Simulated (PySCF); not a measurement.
B2F4, SMILES FB(F)B(F)F.

Coordinates come from a r2SCAN-D4/def2-SVP optimisation. One conformer was computed; it need not be the lowest.

The numbers are results of r2SCAN-D4/def2-SVP (PySCF 2.14.0), not measurements.

No scaling factor is applied to the harmonic values.

A small imaginary wavenumber (i) marks a very flat motion, where grid noise or a shallow saddle decides the sign.

Modes within 1.5 cm⁻¹ of each other (mostly degenerate sets) share a row, with their intensities summed.

### Question
Give all harmonic wavenumbers and intensities. (Estimate from the structure and the level; the computed values follow.)

### Answer

| mode | ν (cm⁻¹) | IR (km/mol) | Raman (Å⁴/amu) | depolarisation | moving atoms (share of kinetic energy) |
|---|---|---|---|---|---|
| 1 | 8i | 0.0 | 0.3 | 0.75 | F 100 % |
| 2–3 | 161 | 10.1 | 0.2 | 0.75 | F 85 %, B 15 % |
| 4 | 319 | 0.0 | 1.1 | 0.34 | F 96 % |
| 5 | 539 | 50.3 | 0.5 | 0.75 | F 80 %, B 20 % |
| 6–7 | 634 | 70.5 | 0.6 | 0.75 | B 83 %, F 17 % |
| 8 | 672 | 0.0 | 4.8 | 0.01 | F 85 %, B 15 % |
| 9 | 1164 | 330.8 | 0.4 | 0.75 | B 58 %, F 42 % |
| 10–11 | 1388 | 523.9 | 3.2 | 0.75 | B 73 %, F 27 % |
| 12 | 1417 | 0.0 | 0.2 | 0.75 | B 81 %, F 19 % |
